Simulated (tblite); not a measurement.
Isomers of CH9NSi3. Computed values, GFN2-xTB/tblite, gas phase, harmonic and unscaled. The method is semi-empirical: single wavenumbers can be off by several per cent or more. Modes of hydrogen on silicon can be 10 to 20 % off. One conformer each.

Electronic energies: GFN2-xTB at the same geometries; isomer energies are rough at this level and their order can be wrong.

| SMILES | electronic energy, lowest = 0 (kcal/mol) |
| --- | --- |
| C1[SiH2]N[SiH2][SiH2]1 | 0.0 |
| [H]/N=C\[SiH]([SiH3])[SiH3] | 63.7 |
| [H]/N=C/[SiH]([SiH3])[SiH3] | 63.9 |

How do GFN2-xTB zero-point energies change the relative energies?

| SMILES | ZPE (kcal/mol) | of it from modes above 1550 cm⁻¹ | electronic (kcal/mol) | with ZPE, lowest = 0 (kcal/mol) | lowest mode (cm⁻¹) | rings |
| --- | --- | --- | --- | --- | --- | --- |
| C1[SiH2]N[SiH2][SiH2]1 | 57.2 | 32.2 | 0.0 | 0.0 | 62 | 1 |
| [H]/N=C\[SiH]([SiH3])[SiH3] | 53.9 | 33.5 | 63.7 | 60.4 | 25 | 0 |
| [H]/N=C/[SiH]([SiH3])[SiH3] | 53.5 | 33.2 | 63.9 | 60.2 | 20 | 0 |

The zero-point energies span 3.7 kcal/mol, from `[H]/N=C/[SiH]([SiH3])[SiH3]` to `C1[SiH2]N[SiH2][SiH2]1`. The lowest isomer stays, but the order above it changes.
